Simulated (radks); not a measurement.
Fractional charge and spin in the 4s shell of titanium: the spin-up occupation runs from 0 to 1 and the spin-down occupation from 0 to 1; the fullest corner is Ti, [Ar] 3d(up 1, down 1) 4s(up 1, down 1). All-electron calculation, non-relativistic Kohn-Sham, r2SCAN, spin-polarised, spherical densities, point nucleus; meta-GGA in the generalised Kohn-Sham scheme. Program: a radial shooting solver on a logarithmic mesh with Libxc functionals. Energy (eV) above the fullest corner. The planes named below are the two flat planes that join the four corners, with an edge along up + down = one added electron.

| down \ up | 0 | 0.25 | 0.5 | 0.75 | 1 |
|---|---|---|---|---|---|
| 0 | 20.407 | 16.577 | 13.024 | 9.775 | 6.862 |
| 0.25 | 16.577 | 13.179 | 10.059 | 7.235 | 4.740 |
| 0.5 | 13.024 | 10.059 | 7.363 | 4.962 | 2.880 |
| 0.75 | 9.775 | 7.235 | 4.962 | 2.974 | 1.293 |
| 1 | 6.862 | 4.740 | 2.880 | 1.293 | 0.000 |

Corners above the fullest one (they belong to Ti+ and the next ion): (up 1, down 0) 6.862 eV, (up 0, down 1) 6.862 eV, (up 0, down 0) 20.407 eV. With half an added electron in each spin the energy lies 0.501 eV from the planes, and with half an added electron in spin up alone -0.610 eV. The planes are only a guide here: the flat-plane condition holds for ground states with one frontier orbital, while this shell lies below other occupied shells, so the corners above the fullest one are inner-hole states and not the ground states of those ions.
